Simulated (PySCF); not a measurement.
Method: PBE-D3(BJ)/def2-TZVP // PBE0-D3(BJ)/def2-TZVP (PySCF). Isolated molecules, 0 K electronic values unless said otherwise. One relaxed conformer stands for a flexible species; it need not be the lowest. Excitations are Tamm–Dancoff values on a coarser integration grid. The basis has no diffuse functions, so Rydberg states are missing or too high.

Reference species (SMILES): `[SH][Ge]([SH])([Cl])[Cl]` (H–S–Ge–Cl torsion -83°, Cl–Ge–S–H torsion -178°) (neutral, multiplicity 1).

```
Item                       Value
----------------------  --------
HOMO                    -6.87 eV
S1 excitation (TDA)      4.33 eV
S1 oscillator strength     0.007
```

After one change: the HOMO falls by 0.19 eV; the S1 excitation (TDA) drops by 0.04 eV; the S1 oscillator strength stays essentially unchanged.

Question: Which change was made? The new species is one of these.
A. `[SH][Ge]([SH])([SH])[Cl]`
B. `[SH][Ge]([SH])([SH])[SH]`
C. `[Cl][Ge]([Cl])([Cl])[Cl]`
D. `[SH][Ge]([Cl])([Cl])[Cl]`

Answer: D, `[SH][Ge]([Cl])([Cl])[Cl]`
